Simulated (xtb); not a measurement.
Input for xtb: GFN2-xTB on C2H6BF (SMILES CCBF).

```
$ xtb mol.xyz --gfn 2 --sp --chrg 0 --uhf 0
10

C     -1.15938986     0.40093918    -0.10397602
C      0.06302255    -0.33653226     0.44969770
B      1.39146788    -0.14930609    -0.34530384
F      2.49175486    -0.77416257     0.07258531
H     -0.98871972     1.47880082    -0.13760821
H     -1.38785956     0.07842680    -1.12173633
H     -2.04791074     0.22617129     0.50487055
H      0.25793046    -0.03685098     1.48863557
H     -0.13271705    -1.41520142     0.51872320
H      1.51242119     0.52771522    -1.32588793
```

Program output:

```
[...]
           -------------------------------------------------
          |                Calculation Setup                |
           -------------------------------------------------



           -------------------------------------------------
          |                 G F N 2 - x T B                 |
           -------------------------------------------------

        Reference                      10.1021/acs.jctc.8b01176
      * Hamiltonian:
        H0-scaling (s, p, d)           1.850000    2.230000    2.230000
        zeta-weighting                 0.500000
      * Dispersion:
        s8                             2.700000
        a1                             0.520000
        a2                             5.000000
        s9                             5.000000
      * Repulsion:
        kExp                           1.500000    1.000000
        rExp                           1.000000
      * Coulomb:
        alpha                          2.000000
        third order                    shell-resolved
        anisotropic                    true
        a3                             3.000000
        a5                             4.000000
        cn-shift                       1.200000
        cn-exp                         4.000000
        max-rad                        5.000000


          ...................................................
          :                      SETUP                      :
          :.................................................:
          :  # basis functions                  22          :
          :  # atomic orbitals                  22          :
          :  # shells                           14          :
          :  # electrons                        24          :
          :  max. iterations                   250          :
          :  Hamiltonian                  GFN2-xTB          :
          :  restarted?                      false          :
          :  GBSA solvation                  false          :
          :  PC potential                    false          :
          :  electronic temp.          300.0000000     K    :
          :  accuracy                    1.0000000          :
          :  -> integral cutoff          0.2500000E+02      :
          :  -> integral neglect         0.1000000E-07      :
          :  -> SCF convergence          0.1000000E-05 Eh   :
          :  -> wf. convergence          0.1000000E-03 e    :
          :  Broyden damping             0.4000000          :
          :  net charge                          0          :
          :  unpaired electrons                  0          :
          ...................................................

 iter      E             dE          RMSdq      gap      omega  full diag
   1    -13.3056213 -0.133056E+02  0.678E+00    6.62       0.0  T
   2    -13.4553909 -0.149770E+00  0.463E+00    3.92       1.0  T
   3    -13.4665618 -0.111709E-01  0.241E+00    4.97       1.0  T
   4    -13.4731022 -0.654041E-02  0.774E-01    4.41       1.0  T
   5    -13.4757121 -0.260986E-02  0.424E-01    4.91       1.0  T
   6    -13.4777731 -0.206104E-02  0.771E-02    4.73       1.0  T
   7    -13.4777598  0.133217E-04  0.461E-02    4.68       1.0  T
   8    -13.4777882 -0.284449E-04  0.754E-03    4.70       4.2  T
   9    -13.4777882  0.502970E-07  0.591E-03    4.71       5.4  T
  10    -13.4777886 -0.419624E-06  0.137E-03    4.71      23.1  T
  11    -13.4777886 -0.197712E-07  0.279E-04    4.71     113.2  T
  12    -13.4777886 -0.430330E-09  0.344E-05    4.71     920.4  T

   *** convergence criteria satisfied after 12 iterations ***

         #    Occupation            Energy/Eh            Energy/eV
      -------------------------------------------------------------
         1        2.0000           -0.8031563             -21.8550
       ...           ...                  ...                  ...
         6        2.0000           -0.5147498             -14.0071
         7        2.0000           -0.5040204             -13.7151
         8        2.0000           -0.4973302             -13.5330
         9        2.0000           -0.4640545             -12.6276
        10        2.0000           -0.4617011             -12.5635
        11        2.0000           -0.4421098             -12.0304
        12        2.0000           -0.4134421             -11.2503 (HOMO)
        13                         -0.2405189              -6.5449 (LUMO)
        14                          0.0974738               2.6524
        15                          0.1456239               3.9626
        16                          0.1515728               4.1245
        17                          0.1786018               4.8600
       ...                                ...                  ...
        22                          0.4153320              11.3018
      -------------------------------------------------------------
                  HL-Gap            0.1729231 Eh            4.7055 eV
             Fermi-level           -0.3269805 Eh           -8.8976 eV

 SCC (total)                   0 d,  0 h,  0 min,  0.005 sec
 SCC setup                      ...        0 min,  0.000 sec (  1.877%)
 Dispersion                     ...        0 min,  0.000 sec (  0.986%)
 classical contributions        ...        0 min,  0.000 sec (  0.401%)
 integral evaluation            ...        0 min,  0.001 sec ( 13.358%)
 iterations                     ...        0 min,  0.002 sec ( 53.075%)
 molecular gradient             ...        0 min,  0.001 sec ( 27.678%)
 printout                       ...        0 min,  0.000 sec (  2.417%)

         :::::::::::::::::::::::::::::::::::::::::::::::::::::
         ::                     SUMMARY                     ::
         :::::::::::::::::::::::::::::::::::::::::::::::::::::
         :: total energy             -13.346068779758 Eh    ::
         :: gradient norm              0.024768788310 Eh/a0 ::
         :: HOMO-LUMO gap              4.705478059486 eV    ::
         ::.................................................::
         :: SCC energy               -13.477787390435 Eh    ::
         :: -> isotropic ES            0.035336137437 Eh    ::
         :: -> anisotropic ES          0.003007153179 Eh    ::
         :: -> anisotropic XC          0.002052642934 Eh    ::
         :: -> dispersion             -0.003605629622 Eh    ::
         :: repulsion energy           0.131718610677 Eh    ::
         :: add. restraining           0.000000000000 Eh    ::
         :: total charge              -0.000000000000 e     ::
         :::::::::::::::::::::::::::::::::::::::::::::::::::::

           -------------------------------------------------
          |                Property Printout                |
           -------------------------------------------------

    * Orbital Energies and Occupations

         #    Occupation            Energy/Eh            Energy/eV
      -------------------------------------------------------------
         1        2.0000           -0.8031563             -21.8550
         2        2.0000           -0.6112638             -16.6333
         3        2.0000           -0.5722955             -15.5730
         4        2.0000           -0.5400055             -14.6943
         5        2.0000           -0.5158321             -14.0365
         6        2.0000           -0.5147498             -14.0071
         7        2.0000           -0.5040204             -13.7151
         8        2.0000           -0.4973302             -13.5330
         9        2.0000           -0.4640545             -12.6276
        10        2.0000           -0.4617011             -12.5635
        11        2.0000           -0.4421098             -12.0304
        12        2.0000           -0.4134421             -11.2503 (HOMO)
Note: The following floating-point exceptions are signalling: IEEE_UNDERFLOW_FLAG IEEE_DENORMAL
normal termination of xtb
        13                         -0.2405189              -6.5449 (LUMO)
        14                          0.0974738               2.6524
        15                          0.1456239               3.9626
        16                          0.1515728               4.1245
        17                          0.1786018               4.8600
        18                          0.1917189               5.2169
        19                          0.2602178               7.0809
        20                          0.2806799               7.6377
        21                          0.3658300               9.9547
        22                          0.4153320              11.3018
      -------------------------------------------------------------
                  HL-Gap            0.1729231 Eh            4.7055 eV
             Fermi-level           -0.3269805 Eh           -8.8976 eV

     #   Z          covCN         q      C6AA      α(0)
     1   6 C        3.748    -0.106    22.598     6.780
     2   6 C        3.723    -0.146    23.437     6.914
     3   5 B        2.552     0.375    16.966     7.070
     4   9 F        0.722    -0.266    11.943     4.081
     5   1 H        0.924     0.035     2.516     2.481
     6   1 H        0.924     0.035     2.517     2.481
     7   1 H        0.924     0.038     2.481     2.463
     8   1 H        0.923     0.059     2.210     2.325
     9   1 H        0.923     0.059     2.215     2.327
    10   1 H        0.928    -0.082     4.973     3.487

 Mol. C6AA /au·bohr⁶  :        727.166179
 Mol. C8AA /au·bohr⁸  :      15821.282224
 Mol. α(0) /au        :         40.408881


Wiberg/Mayer (AO) data.
largest (>0.10) Wiberg bond orders for each atom

 ---------------------------------------------------------------------------
     #   Z sym  total        # sym  WBO       # sym  WBO       # sym  WBO
 ---------------------------------------------------------------------------
     1   6 C    3.996 --     2 C    1.021     6 H    0.989     5 H    0.989
                             7 H    0.989
     2   6 C    3.983 --     3 B    1.048     1 C    1.021     9 H    0.942
                             8 H    0.941
     3   5 B    3.210 --     4 F    1.118     2 C    1.048    10 H    0.961
     4   9 F    1.176 --     3 B    1.118
     5   1 H    0.999 --     1 C    0.989
     6   1 H    0.999 --     1 C    0.989
     7   1 H    0.999 --     1 C    0.989
     8   1 H    0.997 --     2 C    0.941
     9   1 H    0.997 --     2 C    0.942
    10   1 H    0.993 --     3 B    0.961
 ---------------------------------------------------------------------------

Topologies differ in total number of bonds
Writing topology from bond orders to xtbtopo.mol

molecular dipole:
                 x           y           z       tot (Debye)
 q only:       -0.573       0.171      -0.002
   full:       -0.563       0.099       0.095       1.472
molecular quadrupole (traceless):
                xx          xy          yy          xz          yz          zz
 q only:       -3.641       1.925       1.606      -0.221       0.353       2.035
  q+dip:       -4.526       2.571       1.768      -0.709       0.077       2.758
   full:       -4.569       2.536       2.227      -0.162       1.077       2.342


           -------------------------------------------------
          | TOTAL ENERGY              -13.346068779758 Eh   |
          | GRADIENT NORM               0.024768788310 Eh/α |
          | HOMO-LUMO GAP               4.705478059486 eV   |
           -------------------------------------------------

------------------------------------------------------------------------
------------------------------------------------------------------------
 total:
 SCF:
```

The run finished.

Cost: about 0.03 core-seconds (a rough figure).
